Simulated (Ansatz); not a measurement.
Basis sets compared for In₁₃As₁₃H₃₀, a nanocrystal cut from zinc blende InAs (hydrogen-capped). The state is a singlet with charge 0. Geometry r2SCAN-D4/def2-SVP. Ansatz on 11 threads of AMD EPYC 7R13 on a shared host and a whole NVIDIA H100 80GB HBM3; times are rough, and most runs start from earlier orbitals.

Cartesian coordinates in Å:
```
In -1.239 -1.286 -2.887
In 0.485 -4.660 -0.372
In 2.763 -3.214 -3.857
In 2.386 1.003 -2.197
In 4.008 -2.436 0.298
In -3.778 -2.733 0.596
In -5.344 0.457 -2.017
In -1.488 2.755 -1.314
In -4.019 1.191 2.124
In 0.059 -0.434 1.121
In 3.732 2.008 2.030
In -0.030 3.708 2.886
In 2.243 5.245 -0.560
As 0.316 -3.450 -2.694
As -3.648 -1.657 -1.793
As -2.062 -4.811 0.497
As -0.069 0.503 -1.302
As 1.481 -2.684 1.118
As 3.627 -1.359 -2.064
As 3.371 2.773 -0.454
As 4.910 -0.408 1.828
As -2.403 -0.929 2.001
As -3.874 2.032 -0.357
As -0.166 4.372 0.351
As -2.540 2.957 3.525
As 1.230 1.365 2.695
H -1.379 -0.770 -4.532
H 1.296 -6.173 -0.192
H 2.541 -2.408 -5.364
H 3.623 -4.675 -3.521
H 2.425 1.632 -3.807
H 4.972 -3.851 0.509
H -5.281 -3.200 1.304
H -5.169 1.087 -3.612
H -6.788 0.036 -1.164
H -1.638 3.468 -2.883
H -5.532 0.895 2.898
H 4.545 3.005 3.179
H 0.622 4.778 4.072
H 2.047 5.652 -2.224
H 2.953 6.175 0.711
H -0.405 -4.491 -3.529
H -4.273 -2.741 -2.651
H -2.738 -5.907 -0.298
H -2.085 -5.531 1.829
H 1.531 -3.191 2.545
H 5.048 -1.046 -2.490
H 4.799 2.985 -0.918
H 6.354 -0.167 1.441
H 5.196 -0.933 3.220
H -2.281 -1.469 3.412
H -4.645 3.336 -0.284
H -1.028 5.619 0.408
H -3.362 4.220 3.658
H -2.579 2.576 4.990
H 1.283 0.779 4.092
```

In the def2 sets In takes a core potential; there is no spin–orbit coupling. Single mean-field runs in def2-SVP, def2-TZVP are fitted with def2-universal-jkfit.

Binding counts from free atoms (In doublet, As quartet, H doublet) in the same basis, without a counterpoise term.

```csv
level,functions,energy (Eh),HOMO (eV),LUMO (eV),binding per atom (eV),wall time
PBE-D4/def2-SVP,904,-31548.9404,-5.71,-2.71,2.43,15 s
PBE0-D4/def2-SVP (with forces),904,-31549.8528,-6.62,-2.03,2.42,27 s
```

Problem. Estimate the rows for PBE-D4/def2-TZVP, PBE0-D4/def2-TZVP.

Solution. 
```
            level  functions  energy (Eh)  HOMO (eV)  LUMO (eV)  binding per atom (eV)  wall time
 PBE-D4/def2-TZVP       1454  -31552.6535      -5.78      -2.80                   2.44       16 s
PBE0-D4/def2-TZVP       1454  -31553.5414      -6.67      -2.09                   2.44       25 s
```
